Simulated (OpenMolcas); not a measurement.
**Ionisation energies of beryllium**

* Program: OpenMolcas 26.06
* Basis: ANO-RCC-VQZP [5s4p3d2f1g]
* Scalar Hamiltonian: DKH2, point nucleus
* Spin-orbit coupling: state interaction with AMFI integrals over the reference wave functions, term energies averaged over their components

Active shells in each charge state: the valence s, p shells, with orbitals averaged over the low states. Where CASPT2's correlated closed shells are named, they are those of the first ion.

A. CASSCF
B. SS-CASPT2, IPEA 0.25 Eh, imaginary shift 0.1 Eh (closed shells correlated: 1s)
C. SS-CASPT2, IPEA 0 Eh, imaginary shift 0.1 Eh (closed shells correlated: 1s)
D. SS-CASPT2, IPEA 0.25 Eh, imaginary shift 0.1 Eh (closed shells correlated: none)

Energies in eV between the lowest computed levels, named as in B; reference values from the NIST Atomic Spectra Database with their kind.

```json
{"From": "Be 2s² ¹S₀", "To": "Be+ 2s ²S_1/2", "A": "9.238", "B": "9.292", "C": "9.295", "D": "9.282", "Spin-orbit share in B": "+0.000", "Reference": "9.323 (measured)"}
{"From": "Be+ 2s ²S_1/2", "To": "Be2+ 1s² ¹S₀", "A": "18.128", "B": "18.189", "C": "18.190", "D": "18.128", "Spin-orbit share in B": "+0.000", "Reference": "18.211 (measured)"}
```

Error against the reference values, in %:

| From | Reference | A | B | C | D |
| --- | --- | --- | --- | --- | --- |
| Be | measured | -0.9 | -0.3 | -0.3 | -0.4 |
| Be+ | measured | -0.5 | -0.1 | -0.1 | -0.5 |

Mean absolute error over the 2 measured values: A 0.08 eV, B 0.03 eV, C 0.02 eV, D 0.06 eV.
